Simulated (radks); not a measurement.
Numerical settings for the bromine ion Br10+, [Ar] 3d7. All-electron calculation, Dirac Kohn-Sham, PBE, spin-unpolarised, spherical densities, finite nucleus; open shells fill j = l - 1/2 first; Fermi nuclear charge, rms radius 4.1629 fm. Program: a radial shooting solver on a logarithmic mesh with Libxc functionals. The defaults (mesh step 0.008 in ln r, mesh end at 40 bohr or more with all orbitals vanishing there, Anderson mixing 0.5 over 9 steps, residual threshold near 1e-9 with the energy settled to 1e-9 hartree or 1e-11 of itself, here a cap of 91 iterations) give E = -2567.8917 hartree and 3d5/2 at -284.82 eV in 13 iterations. Run on one thread of a shared host, so times are rough (Intel(R) Xeon(R) 6975P-C): 0.06 s of CPU time, 0.06 s wall, 13 iterations on 2189 mesh points. Changes against that run (0 stands for a change within the tolerance of the run):

setting	iterations	converged	E (mhartree)	e(3d5/2) (meV)	CPU (s)
mesh step in ln r 0.12	2	no	diverged	-	0
mesh step in ln r 0.2	15	no	diverged	-	0.03
mesh step in ln r 0.005	14	yes	0	0	0.09
mesh end (bohr) 20	13	yes	0	0	0.06
mesh end (bohr) 2	13	yes	+10.8	+197	0.05
residual threshold 1e-16	91	no	0	0	0.2
residual threshold 0.001	9	yes	0	-0.353	0.05
mixing 0.05	20	yes	0	0	0.08
linear mixing, mixing 0.2	91	yes	0	0	0.3
linear mixing, mixing 0.5	31	yes	0	0	0.1
mixing history 2	21	yes	0	0	0.07
iteration cap 3	3	no	+86.3	-1.07e+03	0.02

Settings that end as converged yet miss the energy by more than 1 mhartree: mesh end (bohr) 2 (+0.0108 hartree). A mesh that ends early acts as a hard wall.
